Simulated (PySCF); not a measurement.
A drawing and its optimised geometry.

C5H9BCl2O2. Drawn bonds (atoms numbered from 1): C1–C2, C2–C3, C3–C4, C4=O5, C4–O6, O6–C7, C7–B8, B8–Cl9, B8–Cl10, C1–H11, C1–H12, C1–H13, C2–H14, C2–H15, C3–H16, C3–H17, C7–H18, C7–H19.

Geometry after optimisation with GFN2-xTB (Å):

```
atom  x, y, z in Å
C1    -2.143    0.811   -0.083
C2    -1.889   -0.590   -0.624
C3    -0.833   -1.350    0.205
C4     0.460   -0.621    0.128
O5     0.871    0.103    1.060
O6     1.147   -0.702   -0.956
C7     2.326    0.136   -0.878
B8     2.181    0.842    0.608
Cl9    1.759    2.612    0.546
Cl10   3.488    0.430    1.787
H11   -1.250    1.429   -0.141
H12   -2.459    0.769    0.956
H13   -2.928    1.295   -0.659
H14   -2.813   -1.168   -0.595
H15   -1.555   -0.536   -1.661
H16   -1.146   -1.405    1.247
H17   -0.703   -2.352   -0.204
H18    2.287    0.823   -1.724
H19    3.192   -0.516   -1.002
```

Here a drawn bond counts as lost beyond 1.3 times the sum of covalent radii plus 0.1 Å; another pair counts as a new contact within 1.08 times that sum, or 1.2 times among H, C, N, O, F, S and Cl. Covalent radii used (Å): B 0.84, C 0.73, Cl 1.02, H 0.31, O 0.66.

Task: Which drawn bonds no longer describe this geometry, and which new contacts appear?

Result: No drawn bond is lost. New contacts: O5–B8 (1.57 Å; radii sum 1.50 Å). The tight-binding optimisation can itself be at fault, so a check at a higher level is due before the drawing is dismissed.

Task: How long is each drawn bond in this geometry?

Result: 
```csv
drawn bond,length (Å),over radii sum
C1–C2,1.523,1.04
C2–C3,1.542,1.06
C3–C4,1.487,1.02
C4–O5,1.249,0.90
C4–O6,1.286,0.93
O6–C7,1.448,1.04
C7–B8,1.651,1.05
B8–Cl9,1.821,0.98
B8–Cl10,1.808,0.97
C1–H11,1.087,1.05
C1–H12,1.087,1.05
C1–H13,1.087,1.05
C2–H14,1.091,1.05
C2–H15,1.091,1.05
C3–H16,1.090,1.05
C3–H17,1.090,1.05
C7–H18,1.091,1.05
C7–H19,1.091,1.05
```

All values are computed, not measured.
